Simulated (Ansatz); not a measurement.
One change: `C[CH2][InH][OH]` becomes `C[CH2][InH][F]`.

Ansatz, PBE0-D4/def2-TZVP geometries, multiplicity 1. Each molecule was computed in one conformer, which needn't be the lowest.

Elements past krypton have def2 core potentials.

| property | `C[CH2][InH][OH]` |
| --- | --- |
| HOMO–LUMO gap (PBE/def2-TZVPP) / eV | 4.29 |
| size of the dipole moment (PBE/def2-TZVPP) / D | 2.62 |
| LUMO energy (B3LYP/def2-TZVPP) / eV | -1.39 |
| LUMO energy (PBE/def2-TZVPP) / eV | -1.80 |
| HOMO–LUMO gap (B3LYP/def2-TZVPP) / eV | 5.72 |
| HOMO energy (ωB97M-V/def2-TZVPP) / eV | -9.48 |

Q: What does the change do to each property? (Estimate.)

A: Computed: 
```csv
property,`C[CH2][InH][F]`,shift
HOMO–LUMO gap (PBE/def2-TZVPP) / eV,4.39,0.10
size of the dipole moment (PBE/def2-TZVPP) / D,3.33,0.71
LUMO energy (B3LYP/def2-TZVPP) / eV,-1.70,-0.31
LUMO energy (PBE/def2-TZVPP) / eV,-2.11,-0.31
HOMO–LUMO gap (B3LYP/def2-TZVPP) / eV,5.82,0.10
HOMO energy (ωB97M-V/def2-TZVPP) / eV,-9.85,-0.37
```

With PBE0 the HOMO falls by 0.40 eV and the LUMO falls by 0.30 eV, so the gap widens by about 0.10 eV. PBE moves the HOMO by -0.41 eV and ωB97M-V by -0.37 eV. The zero-point energy changes by -29.5 kJ/mol with -3 modes. Dipoles are sizes alone; their direction can turn.

B3LYP here is the variant with VWN-RPA as its local correlation; programs differ in this.
